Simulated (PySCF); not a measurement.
## Two-component Hartree-Fock for Kr²⁺ (krypton, charge +2)

Start: [Ar] 3d10 4s1 4p5; 4s1/2 filled at m_j = +1/2; 4p1/2 filled at m_j = -1/2, +1/2; 4p3/2 filled at m_j = -1/2, +1/2, +3/2. Calculated with PySCF 2.14 in x2c-TZVPall-2c with one added diffuse shell each of s, p, d type (7s8p5d1f, 63 functions): generalised Hartree-Fock with the X2C-1e Hamiltonian and a Gaussian nucleus; one run each with spin-orbit coupling (SO) switched off, then screened by Boettger's factors. This is a chosen level, not necessarily the ground level.

| spinor shell | electrons | ε, spin-free (eV) | ε, screened SO (eV) | weight of nominal j (screened SO) | rms radius, screened SO (bohr) |
| --- | --- | --- | --- | --- | --- |
| 1s1/2 | 2 | -14432.5 | -14432.0 | 1.000 | 0.0478 |
| 2s1/2 | 2 | -1988.0 | -1987.8 | 1.000 | 0.199 |
| 2p1/2 | 2 | -1755.5 | -1792.5 | 1.000 | 0.174 |
| 2p3/2 | 4 | -1755.5 | -1737.8 | 1.000 | 0.178 |
| 3s1/2 | 2 | -332.28 | -332.19 | 1.000 | 0.565 |
| 3p1/2 | 2 | -256.05 | -261.83 | 0.998 | 0.574 |
| 3p3/2 | 4 | -256.05 | -253.19 | 0.999 | 0.584 |
| 3d3/2 | 4 | -129.17 | -129.97 | 0.981 | 0.608 |
| 3d5/2 | 6 | -129.17 | -128.51 | 0.987 | 0.610 |
| 4s1/2 | 1 | -58.681 | -58.631 | 1.000 | 1.60 |
| 4p1/2 | 2 | -36.751 | -36.621 | 0.654 | 1.87 |
| 4p3/2 | 3 | -36.751 | -36.891 | 0.769 | 1.87 |

```json
{"quantity": "E (hartree)", "spin-free": "-2786.14174", "screened SO": "-2786.31897"}
{"quantity": "M_J", "spin-free": "2", "screened SO": "2"}
{"quantity": "⟨J²⟩", "spin-free": "6.011", "screened SO": "6.011"}
{"quantity": "⟨L²⟩", "spin-free": "2.003", "screened SO": "2.007"}
{"quantity": "⟨S²⟩", "spin-free": "2.008", "screened SO": "2.010"}
```

Each row is a mean over spinors that exchange with the open shell spreads, by up to 5.706 eV (4p1/2).

Rows whose weight is well below 1 are mixtures of j = l ± 1/2: exchange outweighs spin-orbit coupling there, and the label is only the starting occupation.

Without spin-orbit coupling the j labels of p, d and f shells carry no meaning; the spin-free column gives the mean over the occupied spinors of each nl shell.
